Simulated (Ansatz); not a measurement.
`[NH2][SnH]1[S][S]1` and `N[SiH]1SS1` differ in one element.

Ansatz, PBE0-D4/def2-TZVP geometries, multiplicity 1. Each molecule was computed in one conformer, which needn't be the lowest.

Elements past krypton have def2 core potentials.

```csv
property,`[NH2][SnH]1[S][S]1`
HOMO energy (PBE0/def2-TZVPP) / eV,-6.03
HOMO–LUMO gap (ωB97M-V/def2-TZVPP) / eV,8.60
HOMO energy (B3LYP/def2-TZVPP) / eV,-5.79
zero-point energy (PBE0-D4/def2-TZVP) / kJ/mol,92.1
HOMO energy (ωB97M-V/def2-TZVPP) / eV,-8.17
LUMO energy (PBE0/def2-TZVPP) / eV,-1.46
```

**Question.** Give the same properties after the change, and the shifts. (Best estimate.)

**Answer.** Computed: 
```
                                      property  `N[SiH]1SS1`  shift
            HOMO energy (PBE0/def2-TZVPP) / eV         -6.15  -0.12
       HOMO–LUMO gap (ωB97M-V/def2-TZVPP) / eV          8.88   0.28
           HOMO energy (B3LYP/def2-TZVPP) / eV         -5.90  -0.11
zero-point energy (PBE0-D4/def2-TZVP) / kJ/mol         100.4    8.3
         HOMO energy (ωB97M-V/def2-TZVPP) / eV         -8.27  -0.10
            LUMO energy (PBE0/def2-TZVPP) / eV         -1.49  -0.03
```

B3LYP here is the variant with VWN-RPA as its local correlation; programs differ in this.
